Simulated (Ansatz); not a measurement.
Relative stability

The two ends of one reaction step of SiNH₅OF₂, singlet (PBE0-D4/def2-TZVP).

A:

```json
{"atom": "Si1", "x (Å)": "0.1964", "y (Å)": "1.1211", "z (Å)": "0.3455"}
{"atom": "O2", "x (Å)": "0.9373", "y (Å)": "-2.0583", "z (Å)": "-0.7041"}
{"atom": "F3", "x (Å)": "-0.2615", "y (Å)": "2.5215", "z (Å)": "0.9383"}
{"atom": "F4", "x (Å)": "0.8236", "y (Å)": "0.3456", "z (Å)": "1.5796"}
{"atom": "H5", "x (Å)": "1.1916", "y (Å)": "1.3621", "z (Å)": "-0.7039"}
{"atom": "H6", "x (Å)": "0.1419", "y (Å)": "-1.5358", "z (Å)": "-0.5342"}
{"atom": "N7", "x (Å)": "-1.0870", "y (Å)": "0.1760", "z (Å)": "-0.2475"}
{"atom": "H8", "x (Å)": "1.3244", "y (Å)": "-2.2013", "z (Å)": "0.1625"}
{"atom": "H9", "x (Å)": "-1.8594", "y (Å)": "-0.0685", "z (Å)": "0.3547"}
{"atom": "H10", "x (Å)": "-1.4073", "y (Å)": "0.3375", "z (Å)": "-1.1908"}
```

B:

```json
{"atom": "Si1", "x (Å)": "0.6731", "y (Å)": "0.3789", "z (Å)": "0.3128"}
{"atom": "O2", "x (Å)": "0.6406", "y (Å)": "-1.2623", "z (Å)": "0.5096"}
{"atom": "F3", "x (Å)": "-0.2853", "y (Å)": "1.2581", "z (Å)": "1.2593"}
{"atom": "F4", "x (Å)": "2.0687", "y (Å)": "0.6714", "z (Å)": "1.1014"}
{"atom": "H5", "x (Å)": "1.0449", "y (Å)": "0.9936", "z (Å)": "-0.9783"}
{"atom": "H6", "x (Å)": "-0.9942", "y (Å)": "-0.6640", "z (Å)": "-1.4769"}
{"atom": "N7", "x (Å)": "-1.1580", "y (Å)": "-0.0537", "z (Å)": "-0.6843"}
{"atom": "H8", "x (Å)": "1.4060", "y (Å)": "-1.5724", "z (Å)": "0.9992"}
{"atom": "H9", "x (Å)": "-1.7724", "y (Å)": "-0.5373", "z (Å)": "-0.0379"}
{"atom": "H10", "x (Å)": "-1.6234", "y (Å)": "0.7877", "z (Å)": "-1.0048"}
```

Computed with Ansatz 0.2.0 (basis: def2-TZVPP); correlated methods freeze the cores. B3LYP uses VWN-RPA correlation.

**Question.** Which structure is lower at CCSD(T), and by how much? (Judge from chemistry; the value comes from the calculation.)

**Answer.** The calculation gives: B, by 14.62 kcal/mol (electronic energy, against the other). By their contacts, A is a complex of SiNH₃F₂ ([NH2][SiH]([F])[F]) + H₂O and B is SiNH₅OF₂ ([NH3][SiH]([OH])([F])[F]).

All methods give the same order:

```tsv
method	E(B) − E(A) (kcal/mol)
SPW92	-18.75
PBE-D4	-13.85
BLYP-D4	-11.87
r2SCAN-D4	-15.95
B97M-V	-15.77
PBE0-D4	-14.64
B3LYP-D4	-12.89
r2SCAN0-D4	-16.11
BHLYP-D4	-14.03
CAM-B3LYP-D4	-14.23
wB97X-V	-14.99
wB97M-V	-15.22
B2PLYP	-13.61
PBE-QIDH	-15.50
RPA on PBE	-14.26
HF	-11.41
MP2	-14.64
CCSD	-14.28
CCSD(T)	-14.62
```

T1 diagnostic: at most 0.011.

Labels in which every atom is bracketed show which atoms are joined, not bond orders.

For scale, one of the runs: CCSD(T)/def2-TZVPP, 236 basis functions, launched by `ansatz run in.yaml --threads 4 --pin off --events-out ev --progress --plain --max-ram 9574MiB`. Time: 4.2 min of wall clock on 4 CPU threads of an AMD EPYC; the host was shared. Peak host memory: 4.7 GiB.
